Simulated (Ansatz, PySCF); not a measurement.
This PySCF input computes a SVWN5/def2-TZVPD energy:

```python
from pyscf import gto, scf, dft

mol = gto.M(
    atom='''
    C    -1.70247716    0.40861166    0.05612660
    C    -1.14551551   -0.58957546    0.75642688
    C     0.37163249   -0.79889547    0.57771698
    C     1.10020115    0.10325037   -0.34161312
    N     1.54147121    0.87314363   -1.08420951
    H    -2.77364825    0.60733457    0.13996225
    H    -1.17850729    1.09109328   -0.63303167
    H     0.55616880   -1.82331349    0.23617418
    H     0.86264248   -0.72746638    1.55441779
    ''',
    basis='def2-tzvpd',
    charge=-1,
    spin=0,
    verbose=4,
)

mf = dft.RKS(mol, xc='svwn').density_fit(auxbasis='def2-universal-jkfit')
mf.grids.level = 3
mf.conv_tol = 1e-9
mf.max_cycle = 100
mf.max_memory = 1500
mf.kernel()
if not mf.converged:
    mf = mf.newton()
    mf.kernel(mf.make_rdm1())
mf.analyze()
```

Task: Write an input for the same energy in Ansatz (a first-principles code) and say what it gives.

Result: 
Ansatz 0.2 input:
```yaml
crystal:
  periodic: [false, false, false]
  atoms:
    - {symbol: C, position_ang: [-1.70247716, 0.40861166, 0.05612660]}
    - {symbol: C, position_ang: [-1.14551551, -0.58957546, 0.75642688]}
    - {symbol: C, position_ang: [0.37163249, -0.79889547, 0.57771698]}
    - {symbol: C, position_ang: [1.10020115, 0.10325037, -0.34161312]}
    - {symbol: N, position_ang: [1.54147121, 0.87314363, -1.08420951]}
    - {symbol: H, position_ang: [-2.77364825, 0.60733457, 0.13996225]}
    - {symbol: H, position_ang: [-1.17850729, 1.09109328, -0.63303167]}
    - {symbol: H, position_ang: [0.55616880, -1.82331349, 0.23617418]}
    - {symbol: H, position_ang: [0.86264248, -0.72746638, 1.55441779]}
basis:
  gaussian:
    orbitals: def2-TZVPD
hamiltonian:
  xc: {name: SVWN5}
total_charge: -1
output: {forces: true}
```
It gives -207.71206 Eh, and PySCF -207.71212 Eh, a difference of 0.06 mEh, from the treatment of integrals and grids.

It need not be the lowest isomer of its formula. Whether it binds its extra electron was not tested at this geometry.
